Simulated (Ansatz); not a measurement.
Cartesian coordinates in Å:
```
C -0.255 -0.161 1.759
N -0.030 -0.084 0.366
W 0.225 0.038 -1.310
F -0.327 -1.607 -2.008
F 1.945 -0.641 -1.592
Cl -1.779 0.872 -2.062
Cl 1.164 2.124 -1.525
H 0.310 0.625 2.268
H -1.320 -0.029 1.968
H 0.067 -1.135 2.136
```

The species carries charge 0 and has multiplicity 1. W: def2 effective core potential.

Question: List the ωB97M-V/def2-TZVPP orbital energies in eV (Ansatz 0.2.0). (An estimate is asked.)

Answer: Computed: Occupied: -2772.02, -2772.02, -677.62, -677.62, -396.63, -283.55, -262.43, -262.42, -199.87, -199.86, -199.79, -199.79, -199.78, -199.78, -88.44, -51.50, -51.29, -51.28, -35.44, -35.31, -28.09, -25.67, -25.41, -21.91, -16.74, -16.72, -16.64, -16.35, -16.21, -16.11, -15.35, -15.28, -14.30, -13.63, -12.97, -12.82, -12.43, -12.29, -11.21, -11.17, -10.93. Lowest empty: -1.47, 0.15, 0.26, 0.64, 1.54, 2.28, 3.04, 3.89.
